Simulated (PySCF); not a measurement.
**[Yb(SH)4]− at several levels of theory**

Computed with PySCF 2.14.0 (density fitting, no spin-orbit coupling) at the geometry relaxed with PBE0:

```xyz
9
[Yb(SH)4]− (singlet in the valence; each metal's 4f electrons, 13 of them, lie in its core potential, out of spins and levels)
Yb    0.0000    0.0000    0.0001
S     1.4193    1.5655    1.5221
H     1.8212    0.4902    2.2418
S    -1.4193   -1.5655    1.5221
H    -1.8212   -0.4902    2.2418
S     1.5655   -1.4192   -1.5219
H     0.4904   -1.8208   -2.2421
S    -1.5655    1.4192   -1.5219
H    -0.4904    1.8208   -2.2421
```

```json
{"level": "PBE0", "basis": "Yb lcecp-1-SVP with ECP59, S def2-SVP, H def2-SVP", "state": "singlet", "HOMO (eV)": "-3.05", "gap (eV)": "6.27", "charge on Yb1 (e)": "0.54", "population of f-type functions on Yb1 (polarisation alone where 4f lies in the core)": "0.02", "dipole about the centre of mass (D)": "0.00", "largest force component (eV/Å)": "0.01"}
{"level": "CAM-B3LYP", "basis": "the same", "state": "singlet", "HOMO (eV)": "-4.27", "gap (eV)": "8.26", "charge on Yb1 (e)": "0.47", "population of f-type functions on Yb1 (polarisation alone where 4f lies in the core)": "0.03", "dipole about the centre of mass (D)": "0.00", "largest force component (eV/Å)": "0.04"}
{"level": "r2SCAN", "basis": "the same", "state": "singlet", "HOMO (eV)": "-2.17", "gap (eV)": "5.14", "charge on Yb1 (e)": "0.55", "population of f-type functions on Yb1 (polarisation alone where 4f lies in the core)": "0.02", "dipole about the centre of mass (D)": "0.00", "largest force component (eV/Å)": "0.05"}
```

In the lcecp rows the 4f levels are missing from HOMO and gap, and the state counts the valence alone.

Charges are Mulliken's, which hang on the basis. The relaxation used the grid (50, 194), these runs (75, 302) or, all-electron (x2c bases, spin-free X2C Hamiltonian), (99, 590).

Task: What does PBE0 with Yb lcecp-1-TZVP with ECP59, S def2-TZVP, H def2-TZVP give here?

Result: state singlet, HOMO (eV) -3.28, gap (eV) 6.33, charge on Yb1 (e) 1.15, population of f-type functions on Yb1 (polarisation alone where 4f lies in the core) 0.03, dipole about the centre of mass (D) 0.00, largest force component (eV/Å) 0.17. Time: 24 s on 2 threads of Arm Neoverse V1, with other jobs on the host, from free ions and atoms.

In the first row's basis the gap widens with exact exchange: 5.1 eV for r2SCAN (none); 6.3 eV for PBE0 (a fixed share); 8.3 eV for CAM-B3LYP (rising or full at long range).

An lcecp potential fixes the number of 4f electrons, so in runs with it no electron can move into or out of that shell.
